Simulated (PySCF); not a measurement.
**Bond curve of CBr**

Set-up: PySCF, no relativity, basis sets C pcseg-1, Br pcseg-1. Energies in eV from C + Br in their ground configurations at the same level. State: ²Π (doublet), unpaired electrons π ↑.

```json
{"R (Å)": "1.582", "TPSSh": "-2.492", "UHF-SCS-MP2": "-1.788", "LDA": "-3.659", "UHF": "-0.338"}
{"R (Å)": "1.656", "TPSSh": "-3.088", "UHF-SCS-MP2": "-2.383", "LDA": "-4.209", "UHF": "-0.952"}
{"R (Å)": "1.730", "TPSSh": "-3.420", "UHF-SCS-MP2": "-2.710", "LDA": "-4.499", "UHF": "-1.297"}
{"R (Å)": "1.785", "TPSSh": "-3.544", "UHF-SCS-MP2": "-2.830", "LDA": "-4.594", "UHF": "-1.427"}
{"R (Å)": "1.840", "TPSSh": "-3.589", "UHF-SCS-MP2": "-2.871", "LDA": "-4.612", "UHF": "-1.477"}
{"R (Å)": "1.895", "TPSSh": "-3.574", "UHF-SCS-MP2": "-2.851", "LDA": "-4.571", "UHF": "-1.466"}
{"R (Å)": "1.969", "TPSSh": "-3.485", "UHF-SCS-MP2": "-2.755", "LDA": "-4.450", "UHF": "-1.380"}
{"R (Å)": "2.061", "TPSSh": "-3.298", "UHF-SCS-MP2": "-2.556", "LDA": "-4.225", "UHF": "-1.197"}
{"R (Å)": "2.171", "TPSSh": "-3.007", "UHF-SCS-MP2": "-2.220", "LDA": "-3.893", "UHF": "-0.915"}
{"R (Å)": "2.318", "TPSSh": "-2.563", "UHF-SCS-MP2": "-1.477", "LDA": "-3.406", "UHF": "-0.566"}
```

Put a parabola through the three lowest points of the TPSSh curve and estimate Re, k and ωe (reduced mass 10.42 u; 1 eV/Å² = 0.16022 mdyn/Å; ωe = 1302.8·√(k/μ) cm⁻¹).

Through R = 1.785, 1.84, 1.895 Å the second-order coefficient is 9.92 eV/Å², so Re ≈ 1.854 Å, k ≈ 3.18 mdyn/Å and ωe ≈ 719 cm⁻¹. A polynomial fit of higher order to the unrounded TPSSh energies gives Re = 1.852 Å, k = 2.97 mdyn/Å, ωe = 695 cm⁻¹; anharmonicity and rounding make the difference.

The higher-order fit for each curve: TPSSh: Re = 1.852 Å, ωe = 695 cm⁻¹, De = 3.59 eV; UHF-SCS-MP2: Re = 1.847 Å, ωe = 705 cm⁻¹, De = 2.87 eV; LDA: Re = 1.827 Å, ωe = 731 cm⁻¹, De = 4.61 eV; UHF: Re = 1.855 Å, ωe = 695 cm⁻¹, De = 1.48 eV.

Correlated steps freeze 10 core orbitals. Correlated levels converge slowly with the basis: in double zeta they bind strong bonds too weakly, by up to about 1 eV, and carry superposition errors of some tenths. ⟨S²⟩ of the unrestricted solution departs from its pure value on part of the curve, where spin states mix. Spin–orbit coupling is left out. The state is the lowest determinant that a PBE0 search found; another state may lie lower at other levels.
